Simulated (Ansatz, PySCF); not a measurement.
C3H3ClF2, SMILES [C@@H]1(F)[C@H](F)[C@H]1Cl. Atoms are numbered in the order given.

```xyz
9

F     -1.6322    -0.2143     1.3939
C     -0.6279     0.4291     0.7525
C     -0.6279     0.4291    -0.7525
F     -1.6322    -0.2143    -1.3939
C      0.3619    -0.4131     0.0000
Cl     2.0826    -0.0176     0.0000
H     -0.2758     1.3236     1.2785
H     -0.2758     1.3236    -1.2785
H      0.1494    -1.4865     0.0000
```
Charge 0, spin multiplicity 1.

Geometry optimised at B3LYP-D3(BJ)/def2-SVP. The structure was generated by enumeration; whether it is a known compound was not checked.

Two levels are set side by side: PBE-D3(BJ)/def2-SVP (Ansatz, an electronic-structure program) and B3LYP-D3(BJ)/def2-SVP (Ansatz). Each level has its own optimised geometry; the coordinates shown are those of the second. Frequencies come from the Hessian of PySCF at each geometry. Differences are taken from unrounded values.

```
quantity                            B3LYP-D3(BJ)  PBE-D3(BJ)  PBE-D3(BJ) minus B3LYP-D3(BJ)
----------------------------------  ------------  ----------  -----------------------------
mean bond length (Å)                       1.363       1.370                          0.007
bond F1–C2 (Å)                             1.354       1.360                          0.006
bond C2–C3 (Å)                             1.505       1.514                          0.009
bond C2–C5 (Å)                             1.502       1.508                          0.006
bond C3–F4 (Å)                             1.354       1.360                          0.006
bond C3–C5 (Å)                             1.502       1.508                          0.006
bond C5–Cl6 (Å)                            1.766       1.765                          0.000
bond C2–H7 (Å)                             1.096       1.105                          0.009
bond C3–H8 (Å)                             1.096       1.105                          0.009
bond C5–H9 (Å)                             1.094       1.103                          0.009
highest harmonic wavenumber (cm⁻¹)          3181        3107                            -74
mean harmonic wavenumber (cm⁻¹)             1183        1147                            -36
zero-point energy (kcal/mol)               35.51       34.43                          -1.08
```

Exact exchange shortens and stiffens bonds; PBE has none. Differences between two approximate levels are no errors against the true value.
